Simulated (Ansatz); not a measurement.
# Nudged elastic band run: AlFH5NSi

Input:

```yaml
crystal:
  periodic: [false, false, false]
  atoms:
    - { symbol: "N", position_ang: [0.618789, 1.808259, -0.726557] }
    - { symbol: Al, position_ang: [0.76789, 0.051801, -0.464798] }
    - { symbol: F, position_ang: [2.129324, -0.691966, -1.128849] }
    - { symbol: Si, position_ang: [-0.884551, -1.265933, 0.77777] }
    - { symbol: H, position_ang: [-0.150253, 2.390084, -0.382065] }
    - { symbol: H, position_ang: [1.288633, 2.386101, -1.243323] }
    - { symbol: H, position_ang: [-1.535212, -2.30357, -0.097688] }
    - { symbol: H, position_ang: [-0.257379, -1.988435, 1.939784] }
    - { symbol: H, position_ang: [-1.977241, -0.386339, 1.325727] }
basis:
  gaussian: { orbitals: def2-SVP }
hamiltonian:
  xc: blyp
neb:
  order_check: false
  images: 9
  f_tol: 0.05
  max_iterations: 6
  initial_path: idpp
  final_atoms:
    - { symbol: "N", position_ang: [0.92897753, 1.77184574, -0.42247768] }
    - { symbol: Al, position_ang: [0.45212244, 0.09033522, -0.76900065] }
    - { symbol: F, position_ang: [0.99588827, -0.55386426, -2.23077236] }
    - { symbol: Si, position_ang: [-0.90998365, -1.26471892, 0.75367866] }
    - { symbol: H, position_ang: [0.67641932, 2.29788665, 0.4185985] }
    - { symbol: H, position_ang: [1.50007075, 2.35671996, -1.04016979] }
    - { symbol: H, position_ang: [-0.1611467, -2.47918319, 1.23327767] }
    - { symbol: H, position_ang: [-1.31206682, -0.47076023, 1.96820099] }
    - { symbol: H, position_ang: [-2.17028113, -1.74825897, 0.08866566] }
```

Run as:

```bash
$ ansatz run input.yaml --threads 1 --pin off --max-ram 2048MiB --backend cpu --events-out ev --progress --plain --runs-dir out
```

Output, in part (warnings, iteration lines, the closing report on the highest movable image, with atoms numbered from 0):

```
NEB end point (image 0): max|allowed force component| = 1.082e-2 eV/Å (the criterion of neb.relax_end_points is 1.000e-2)
NEB end point (image 10): max|allowed force component| = 9.250e-3 eV/Å (the criterion of neb.relax_end_points is 1.000e-2)
NEB iter   1: max|band force component| = 6.211e-1 eV/Å  barrier→ = 0.0534 eV  barrier← = 0.0535 eV  Δτ_max = 0.0880 Å  (297 SCF iters)
NEB iter   2: max|band force component| = 1.653e-1 eV/Å  barrier→ = 0.0209 eV  barrier← = 0.0210 eV  CI = image 5  Δτ_max = 0.0614 Å  (247 SCF iters)
NEB iter   3: max|band force component| = 8.091e-2 eV/Å  barrier→ = 0.0124 eV  barrier← = 0.0124 eV  CI = image 5  Δτ_max = 0.0157 Å  (251 SCF iters)
NEB iter   4: max|band force component| = 5.622e-2 eV/Å  barrier→ = 0.0110 eV  barrier← = 0.0110 eV  CI = image 5  Δτ_max = 0.0172 Å  (260 SCF iters)
NEB iter   5: max|band force component| = 1.995e-2 eV/Å  barrier→ = 0.0102 eV  barrier← = 0.0102 eV  CI = image 5  Δτ_max = 0.0000 Å  (497 SCF iters)
Total energy: -18756.80300239 eV, -689.2997965200 hartree
Atom 0 at     1.229260     1.636461    -0.068776 Å, force    -0.015190    -0.011210     0.008855 eV/Å
Atom 1 at     0.600264     0.078746    -0.664514 Å, force    -0.000667    -0.007965    -0.006776 eV/Å
Atom 2 at     1.314521    -0.527829    -2.068261 Å, force     0.000952     0.013059     0.010602 eV/Å
Atom 3 at    -1.201834    -1.167579     0.445733 Å, force     0.019249     0.012920    -0.012596 eV/Å
Atom 4 at     0.894697     2.124311     0.766832 Å, force     0.003937     0.004687    -0.000727 eV/Å
Atom 5 at     1.978802     2.177793    -0.509899 Å, force     0.002075    -0.005730    -0.007621 eV/Å
Atom 6 at    -1.526316    -2.438211    -0.285374 Å, force    -0.005324    -0.018323    -0.009393 eV/Å
Atom 7 at    -0.826501    -1.532942     1.856360 Å, force     0.007615    -0.001357     0.017127 eV/Å
Atom 8 at    -2.462893    -0.350749     0.527900 Å, force    -0.012647     0.013920     0.000530 eV/Å
Dipole moment:     0.031495     0.381517     0.295742 e Å
```

It converged. Another band between the same ends (9 images) ends at a top of the same energy, where a vibrational analysis finds 1 clearly imaginary mode.

Final band (atoms are numbered from 1 in the order of the input):

```json
{"image": "0", "path coordinate (Å)": "0.00", "energy (eV)": "0.000", "dihedral N1–Al2–Si4–H7 (°)": "117"}
{"image": "1", "path coordinate (Å)": "0.41", "energy (eV)": "0.001", "dihedral N1–Al2–Si4–H7 (°)": "130"}
{"image": "2", "path coordinate (Å)": "0.82", "energy (eV)": "0.003", "dihedral N1–Al2–Si4–H7 (°)": "143"}
{"image": "3", "path coordinate (Å)": "1.23", "energy (eV)": "0.006", "dihedral N1–Al2–Si4–H7 (°)": "155"}
{"image": "4", "path coordinate (Å)": "1.64", "energy (eV)": "0.009", "dihedral N1–Al2–Si4–H7 (°)": "168"}
{"image": "5", "path coordinate (Å)": "2.05", "energy (eV)": "0.010", "dihedral N1–Al2–Si4–H7 (°)": "180"}
{"image": "6", "path coordinate (Å)": "2.47", "energy (eV)": "0.009", "dihedral N1–Al2–Si4–H7 (°)": "-168"}
{"image": "7", "path coordinate (Å)": "2.88", "energy (eV)": "0.006", "dihedral N1–Al2–Si4–H7 (°)": "-156"}
{"image": "8", "path coordinate (Å)": "3.29", "energy (eV)": "0.003", "dihedral N1–Al2–Si4–H7 (°)": "-143"}
{"image": "9", "path coordinate (Å)": "3.70", "energy (eV)": "0.001", "dihedral N1–Al2–Si4–H7 (°)": "-131"}
{"image": "10", "path coordinate (Å)": "4.11", "energy (eV)": "0.000", "dihedral N1–Al2–Si4–H7 (°)": "-118"}
```

The run took 3.6 min on 1 thread of Arm Neoverse N1, on a shared host, peak memory 0.12 GiB.
